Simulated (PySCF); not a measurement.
H3NSe (SMILES N[SeH]), singlet, at a GFN2-xTB geometry. Base run: WB97X/6-31G, TDA (PySCF).

The PySCF input:
```python
from pyscf import gto, scf, dft, tdscf

mol = gto.M(
    atom='''
Se   -0.03788142    0.31198670    0.23287474
H    -1.25789204    0.78192329   -0.44701709
N     0.34474737   -1.21152168   -0.72914811
H     0.52978846   -1.00778303   -1.70630495
H    -0.39715974   -1.90103617   -0.66038222
''',
    basis='6-31g',
    verbose=4,
)

mf = dft.RKS(mol)
mf.xc = 'wb97x'
mf.kernel()
td = mf.TDA()
td.nstates = 5
td.kernel()
td.analyze()
```

Each row names what was changed in the base input (with any setting that the change needs).

```tsv
change	first excitation (eV)	oscillator strength of the first	second (eV)	core-seconds (rough)
base	5.25	0.003	5.89	30
functional = blyp	___	0.002	___	6
nstates = 15	5.25	0.003	5.89	20
nstates = 10	5.25	0.003	5.89	10
functional = hf	___	0.003	___	1
functional = camb3lyp	5.15	0.003	5.66	20
basis = cc-pVDZ	5.12	0.002	6.21	30
functional = bhandhlyp	___	0.003	___	10
nstates = 2	5.25	0.003	5.89	20
guess vectors = 13 for 5 states	5.25	0.003	5.89	20
```

Problem. What belongs in the gaps?

Solution. 
- functional = blyp, first excitation (eV): 4.79
- functional = blyp, second (eV): 5.04
- functional = hf, first excitation (eV): 5.70
- functional = hf, second (eV): 6.82
- functional = bhandhlyp, first excitation (eV): 5.30
- functional = bhandhlyp, second (eV): 5.95

An iterative solver can miss low states, so a row lists the states that it found.
